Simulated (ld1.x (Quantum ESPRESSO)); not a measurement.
Configuration tests for lead (TM)

| Property | Result |
| --- | --- |
| Element | lead |
| Generator | ld1.x (Quantum ESPRESSO) 7.5 |
| Type | norm-conserving Troullier–Martins (Kleinman–Bylander form) |
| Functional | PBE |
| Relativity | scalar-relativistic |
| Frozen core | [Xe] |
| Valence charge | 28 |
| Reference configuration | 4f14 5d10 6s2 6p2 |
| Partial waves | 6s (bound): rc 1.90 bohr; 6p (bound): rc 2.70 bohr; 5d (bound): rc 1.95 bohr; 4f (bound): rc 0.60 bohr |
| Local potential | all-electron potential smoothed inside 0.75 bohr (lloc = -1) |
| Core correction | Bessel-smoothed model core, default radius (core density twice the valence density) |

Energies are relative to the spin-unpolarised reference configuration 4f14 5d10 6s2 6p2; without spin polarisation the order of configurations can differ from experiment. The frozen-core shift is the all-electron ΔE with the core orbitals held at their reference shape minus the fully relaxed ΔE.

**Question.** Give the all-electron excitation energy and the error of the potential for: 4f14 5d10 6s2 6p1; 4f14 5d10 6s2 6p0; 4f14 5d10 6s1 6p0; 4f14 5d10 6s1 6p3; 4f14 5d9 6s2 6p2; 4f14 5d10 6s0 6p4; 4f14 5d10 6s0 6p0.

**Answer.**

| valence configuration | charge | ΔE all-electron (eV) | error AE − PS (meV) | frozen-core shift (meV) |
| --- | --- | --- | --- | --- |
| 4f14 5d10 6s2 6p1 | +1 | 6.575 | -6.7 | +2.8 |
| 4f14 5d10 6s2 6p0 | +2 | 20.020 | -18 | +9.2 |
| 4f14 5d10 6s1 6p0 | +3 | 52.430 | -47 | +25 |
| 4f14 5d10 6s1 6p3 | 0 | 8.736 | -12 | +2.1 |
| 4f14 5d9 6s2 6p2 | +1 | 27.163 | -182 | +56 |
| 4f14 5d10 6s0 6p4 | 0 | 17.835 | -51 | +5.6 |
| 4f14 5d10 6s0 6p0 | +4 | 95.133 | -114 | +57 |

Levels in the configuration 4f14 5d10 6s1 6p3:

```json
{"level": "4f", "all-electron (eV)": "-134.719", "pseudo (eV)": "-134.747"}
{"level": "5d", "all-electron (eV)": "-22.873", "pseudo (eV)": "-22.944"}
{"level": "6s", "all-electron (eV)": "-13.144", "pseudo (eV)": "-13.173"}
{"level": "6p", "all-electron (eV)": "-4.218", "pseudo (eV)": "-4.225"}
```

A Bessel basis up to 400 Ry misses an occupied level by 3.40 Ry, so cutoffs were not judged. Note: ghost states, extra bound levels that the all-electron valence spectrum of the same l lacks: s at -879.2 eV, p at -495.5 eV, s at -172.8 eV, p at -12.5 eV (other channels not judged).
